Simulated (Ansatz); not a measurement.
Gas-phase electronic energies from Ansatz, PBE0-D4/def2-TZVP geometries. CCSD(T)/CBS is the MP2 limit (def2-TZVPP, def2-QZVPP) plus CCSD(T) − MP2 in def2-TZVPP, frozen cores. This one scheme is used for every species. DFT in def2-TZVPP. B3LYP here is the variant with VWN-RPA as its local correlation; programs differ in this. HSE06 is defined as in plane-wave codes. One conformer a species, not always the lowest.

Reaction (substitution at a C–S bond): `F[SiH]1N=C1S` + H–F → `FC1=N[SiH]1F` + H₂S

`F[SiH]1N=C1S`:

```xyz
7

F    -1.765    1.433   -0.959
Si   -1.160    0.421    0.099
N     0.444    0.676    0.728
C     0.421   -0.324   -0.104
S     1.661   -1.355   -0.686
H    -2.264   -0.085    0.921
H     2.664   -0.766    0.000
```

H–F:

```xyz
2

F    -0.003   -0.019   -0.460
H     0.003    0.019    0.460
```

`FC1=N[SiH]1F`:

Cartesian coordinates in Å:
```
F 0.686 2.224 -0.102
C 0.174 1.019 -0.031
N -1.002 0.697 0.335
Si -0.033 -0.718 -0.063
F 0.478 -1.665 1.095
H -0.304 -1.557 -1.235
```

H₂S:

Cartesian coordinates in Å:
```
S 0.343 0.502 -0.117
H -0.548 0.187 0.834
H 0.205 -0.689 -0.717
```

```
             level  ΔE (kJ/mol)  difference from CCSD(T)/CBS
            PBE-D4         41.0                         -4.3
         revPBE-D4         45.9                          0.6
           BLYP-D4         38.9                         -6.4
         r2SCAN-D4         36.7                         -8.6
            B97M-V         30.9                        -14.4
           PBE0-D4         40.1                         -5.2
          B3LYP-D4         37.1                         -8.2
        r2SCANh-D4         36.9                         -8.4
        r2SCAN0-D4         37.1                         -8.2
          HSE06-D4         40.4                         -4.9
          BHLYP-D4         33.6                        -11.7
      CAM-B3LYP-D4         27.9                        -17.4
           ωB97M-V         29.5                        -15.8
            B2PLYP         35.9                         -9.4
               PBE         36.1                         -9.2
            revPBE         35.1                        -10.2
              BLYP         28.5                        -16.8
            r2SCAN         35.5                         -9.8
              PBE0         35.8                         -9.5
             B3LYP         28.9                        -16.4
           r2SCANh         35.6                         -9.7
           r2SCAN0         35.6                         -9.7
             HSE06         36.2                         -9.1
             BHLYP         26.2                        -19.1
         CAM-B3LYP         23.3                        -22.0
           LC-ωPBE         26.8                        -18.5
RPA@PBE/def2-TZVPP         32.4                        -12.9
      MP2/def2-SVP         30.4                        -14.9
     CCSD/def2-SVP         18.2                        -27.1
  CCSD(T)/def2-SVP         20.4                        -24.9
     HF/def2-TZVPP         15.2                        -30.1
    MP2/def2-TZVPP         51.0                          5.7
SCS-MP2/def2-TZVPP         42.1                         -3.2
CCSD(T)/def2-TZVPP         38.1                         -7.2
     HF/def2-QZVPP         14.9                        -30.4
    MP2/def2-QZVPP         55.0                          9.7
SCS-MP2/def2-QZVPP         46.1                          0.8
      HF/CBS(def2)         14.9                        -30.4
     MP2/CBS(def2)         58.2                         12.9
    CCSD/CBS(def2)         41.1                         -4.2
       CCSD(T)/CBS         45.3                            0
```

(1) What do rigid-rotor, harmonic-oscillator terms from PBE0-D4/def2-TZVP frequencies (298.15 K, 1 bar) make of the CCSD(T)/CBS value? (An estimate is asked.)

Largest T1 diagnostic among the species: 0.015.

Answers

(1) Ansatz gave: ΔZPE = -3.7 kJ/mol, ΔH = +40.9 kJ/mol, ΔS = 15 J/(mol·K), ΔG = +36.5 kJ/mol.

Leaving LDA and LC-ωPBE aside and taking each functional with its dispersion term where it has one, the values, not all of them listed here, spread over 18.5 kJ/mol, from ωB97X-V to revPBE-D4. In def2-TZVPP, CCSD(T) changes the Hartree–Fock value by +22.8 kJ/mol (the triples alone add +4.2 kJ/mol) and MP2 by +35.8 kJ/mol.
